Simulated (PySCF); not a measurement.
# Functional dependence of a UV spectrum

Compound: BH₈NOSi.
Structure used (PBE0-D3(BJ)/def2-SVP), in Å, numbered top down from 1:
```
atom  x, y, z in Å
N1     1.7379   -0.4225    0.2573
B2     0.3686    0.3724   -0.1667
O3    -0.6275   -0.2727    0.6539
Si4   -2.2383    0.0377    0.7679
H5     2.5511   -0.0756   -0.2513
H6     1.6290   -1.4202    0.0675
H7     1.9028   -0.3140    1.2595
H8     0.2651    0.1754   -1.3799
H9     0.6018    1.5516    0.1102
H10   -2.8175   -0.8981    1.7797
H11   -2.5136    1.4425    1.2135
H12   -2.9500   -0.1783   -0.5338
```

Linear-response calculations in the def2-SVPD basis (PySCF; singlets by full response, triplets Tamm–Dancoff, core orbitals frozen in the response; HF means time-dependent Hartree–Fock). 'Strongest' is the level of largest summed f among the singlets computed (10 roots, of which the last may lack a degenerate partner); it can jump between rows when another state enters that window. S1 is the lowest singlet of each run and needn't be the same state throughout; f(S1) is that of one state. The structure is a single PBE0-D3(BJ)/def2-SVP conformer in the gas phase; no vibrational or solvent corrections.

```json
{"functional": "LDA", "kind": "LDA", "S1 (eV)": "4.51", "f(S1)": "0.001", "strongest (eV)": "6.89", "T1 (eV)": "4.46", "HOMO (eV)": "-5.55", "gap (eV)": "4.50", "ionisation energy, ΔSCF (eV)": "8.67"}
{"functional": "B3LYP", "kind": "global hybrid, 20% exact exchange", "S1 (eV)": "5.21", "f(S1)": "0.001", "strongest (eV)": "6.56", "T1 (eV)": "5.15", "HOMO (eV)": "-6.69", "gap (eV)": "6.09", "ionisation energy, ΔSCF (eV)": "8.99"}
{"functional": "PBE0", "kind": "global hybrid, 25% exact exchange", "S1 (eV)": "5.50", "f(S1)": "0.002", "strongest (eV)": "6.90", "T1 (eV)": "5.42", "HOMO (eV)": "-6.87", "gap (eV)": "6.61", "ionisation energy, ΔSCF (eV)": "8.95"}
{"functional": "BHandHLYP", "kind": "global hybrid, 50% exact exchange", "S1 (eV)": "6.25", "f(S1)": "0.005", "strongest (eV)": "7.71", "T1 (eV)": "6.15", "HOMO (eV)": "-8.24", "gap (eV)": "8.49", "ionisation energy, ΔSCF (eV)": "9.20"}
{"functional": "CAM-B3LYP", "kind": "range-separated hybrid", "S1 (eV)": "5.88", "f(S1)": "0.004", "strongest (eV)": "7.30", "T1 (eV)": "5.79", "HOMO (eV)": "-8.30", "gap (eV)": "8.69", "ionisation energy, ΔSCF (eV)": "9.18"}
{"functional": "wB97X-D", "kind": "range-separated hybrid", "S1 (eV)": "6.16", "f(S1)": "0.007", "strongest (eV)": "7.58", "T1 (eV)": "6.12", "HOMO (eV)": "-8.77", "gap (eV)": "10.18", "ionisation energy, ΔSCF (eV)": "9.11"}
{"functional": "LC-wPBE", "kind": "range-separated hybrid", "S1 (eV)": "6.70", "f(S1)": "0.011", "strongest (eV)": "8.55", "T1 (eV)": "6.54", "HOMO (eV)": "-9.60", "gap (eV)": "11.09", "ionisation energy, ΔSCF (eV)": "9.34"}
{"functional": "HF", "kind": "Hartree–Fock", "S1 (eV)": "7.64", "f(S1)": "0.030", "strongest (eV)": "9.75", "T1 (eV)": "7.30", "HOMO (eV)": "-10.39", "gap (eV)": "12.18", "ionisation energy, ΔSCF (eV)": "not settled"}
```

Task: What does PBE (GGA) give?

Result: S1 (eV) 4.48, f(S1) 0.000, strongest (eV) 5.75, T1 (eV) 4.42, HOMO (eV) -5.49, gap (eV) 4.47, ionisation energy, ΔSCF (eV) 8.61. S1 runs from 4.48 eV (PBE) to 7.64 eV (HF), a spread of 3.16 eV, while the orbital gap spreads over 7.7 eV. Along PBE (0%), B3LYP (20%), PBE0 (25%), BHandHLYP (50%), HF (100%) S1 rises with the share of exact exchange. −ε(HOMO) comes closest to its own ΔSCF ionisation energy with LC-wPBE (+0.26 eV) and misses most with LDA (-3.12 eV). 'Not settled' means that the ion's SCF failed to converge or may have ended in another state than the lowest.
